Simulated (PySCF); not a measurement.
Run record: excited-state job, `CO[C@H]1CCCO1`.

Method: TDDFT PBE0/def2-SVPD, vertical, gas phase, core orbitals frozen in the response (PySCF 2.14.0, density-fitted response routines). Geometry: GFN2-xTB. A driver script takes a list of jobs; this job's settings line and coordinates (Å) are shown.

Command:
```bash
OMP_NUM_THREADS=1 python probes_run.py task.json out
```

Input:
```
{"job": {"kind": "uv", "xc": "PBE0", "basis": "def2-SVPD", "nstates": 6, "ntriplets": 2}, "charge": 0, "multiplicity": 1}
C      2.405055    -0.242377     0.779621
O      1.172728    -0.787949     0.366458
C      0.426606     0.065026    -0.460535
C     -0.865612    -0.658723    -0.838970
C     -1.741775    -0.342534     0.371822
C     -1.255779     1.053963     0.779698
O      0.030375     1.239475     0.194630
H      2.256784     0.690206     1.332009
H      3.049929    -0.044729    -0.085413
H      2.868059    -0.986410     1.424203
H      1.041094     0.374521    -1.323055
H     -1.276022    -0.223650    -1.749578
H     -0.690309    -1.721366    -0.978057
H     -1.538430    -1.059110     1.166592
H     -2.804544    -0.353561     0.141744
H     -1.178086     1.165014     1.865393
H     -1.907072     1.844235     0.390087
```

Problem. What does the run print?

Solution. 
```
coarse grid: 13808 points
cycle   1  E = -346.2002517373  dE =  8.882e-01  |g| = 6.893e-01  |ddm| = 5.771e+00
cycle   2  E = -346.1104033813  dE =  8.985e-02  |g| = 9.880e-01  |ddm| = 2.118e+00
cycle   3  E = -346.2933352341  dE = -1.829e-01  |g| = 7.380e-02  |ddm| = 1.249e+00
cycle   4  E = -346.2942216531  dE = -8.864e-04  |g| = 3.142e-02  |ddm| = 1.391e-01
cycle   5  E = -346.2944500175  dE = -2.284e-04  |g| = 6.261e-03  |ddm| = 5.458e-02
cycle   6  E = -346.2944587253  dE = -8.708e-06  |g| = 9.192e-04  |ddm| = 1.351e-02
final grid: 132176 points
cycle   7  E = -346.3575793946  dE = -3.839e-05  |g| = 1.334e-02  |ddm| = 1.404e-01
cycle   8  E = -346.3575462403  dE =  3.315e-05  |g| = 1.890e-02  |ddm| = 3.909e-02
cycle   9  E = -346.3576149365  dE = -6.870e-05  |g| = 1.181e-03  |ddm| = 2.348e-02
cycle  10  E = -346.3576152595  dE = -3.230e-07  |g| = 1.765e-04  |ddm| = 1.662e-03
cycle  11  E = -346.3576152655  dE = -6.021e-09  |g| = 6.289e-05  |ddm| = 4.605e-04
cycle  12  E = -346.3576152662  dE = -6.834e-10  |g| = 2.928e-05  |ddm| = 1.265e-04
converged SCF energy = -346.3576152662

Static polarisability (au): isotropic 66.831, principal 60.194 64.743 75.557

Singlet excitations
state   eV       nm        f      main configurations
  1   7.1455    173.5   0.00004   H->L 0.95
  2   7.4706    166.0   0.02051   H-1->L 0.85
  3   7.8381    158.2   0.00041   H->L+1 0.87
  4   7.9205    156.5   0.00341   H->L+2 0.93
  5   8.1274    152.6   0.02491   H-1->L+1 0.89
  6   8.1758    151.6   0.01163   H->L+3 0.85

Triplet excitations (Tamm-Dancoff, eV): 7.0361 7.3127
```

The SCF starts on a coarse grid where the log names one; the energy can jump when the final grid takes over, and dE then counts from the start density on the new grid. H and L stand for HOMO and LUMO; the number after each pair is its weight.

Problem. Give S1 in cm⁻¹ and kJ/mol.

Solution. 7.1455 eV × 8065.54 = 57632 cm⁻¹; × 96.485 = 689.4 kJ/mol.

Problem. Which computed singlet has the largest oscillator strength, and what do all of them sum to?

Solution. State 5 at 8.13 eV (153 nm), f = 0.025; the 6 states sum to 0.061.

In short: HOMO -7.56 eV, LUMO 0.73 eV; lowest singlet 7.15 eV; lowest triplet 7.04 eV (Tamm–Dancoff); mean polarisability 66.8 au.

On one thread of an Arm Neoverse V1 (shared host), this took 40 s wall (grids of density and orbitals included) and 0.87 GiB of memory at its peak.

One conformer stands for the species.
Labels such as C1 count atoms from 1, the log's own numbers from 0.
